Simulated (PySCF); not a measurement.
Computed IR spectrum (relative IR intensity) of a molecule CH₇FO₂Si₂. The structure is a stationary point at PBE-D3(BJ)/def2-SVP. One conformer was computed; it need not be the lowest. Calculation: PBE-D3(BJ)/def2-SVP in PySCF. Frequencies are harmonic and unscaled.

Lines under 2 % of the strongest are left out, and lines within 2 cm⁻¹ are merged.

ν (cm⁻¹): 146 (m), 158 (vw), 200 (w), 239 (w), 256 (m), 315 (w), 349 (m), 359 (m), 690 (w), 727 (w), 731 (vw), 769 (s), 786 (s), 851 (vs), 894 (vs), 903 (m), 913 (m), 924 (m), 951 (s), 987 (w), 1046 (s), 1330 (w), 2153 (s), 2178 (m), 2190 (m), 3772 (s) (against the strongest line: vs over 80 %, s over 45 %, m over 15 %, w over 4 %, vw less)

Task: Identify the compound among the candidates.
A) O[C@@H]([SiH3])[Si@H](O)F
B) C[SiH2]O[Si@H](O)F
C) O[Si](O)(F)C[SiH3]
D) F[SiH2]OCO[SiH3]

Result: C, O[Si](O)(F)C[SiH3]
